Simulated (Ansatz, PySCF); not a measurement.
This singlet lies 0.95 eV below the relaxed triplet at the level frozen-core CCSD(T)/aug-cc-pVDZ // B3LYP-D3(BJ)/def2-TZVPD (Ansatz, a first-principles code).

**CH₃AlNSi, SMILES `[Al-]([SiH3])[N+]#[C-]` (lower singlet) (charge -1, multiplicity 1)**

The numbers are results of PySCF 2.14.0 with PBE-D3(BJ)/def2-TZVPD // B3LYP-D3(BJ)/def2-TZVPD, not measurements.

```yaml
HOMO: -0.06 eV
total_energy: -626.2610 Ha
cost: roughly 50 core-seconds
```

Bonds (Å): C1–N2 1.171, N2–Al3 1.943, Al3–Si4 2.622, Si4–H5 1.509, Si4–H6 1.510, Si4–H7 1.510. Angles (°): C1–N2–Al3 171.0, N2–Al3–Si4 90.8, Al3–Si4–H5 116.6, Al3–Si4–H6 116.3, Al3–Si4–H7 115.4, H5–Si4–H6 102.6, H5–Si4–H7 101.9, H6–Si4–H7 101.9.
Charge -1, spin multiplicity 1.
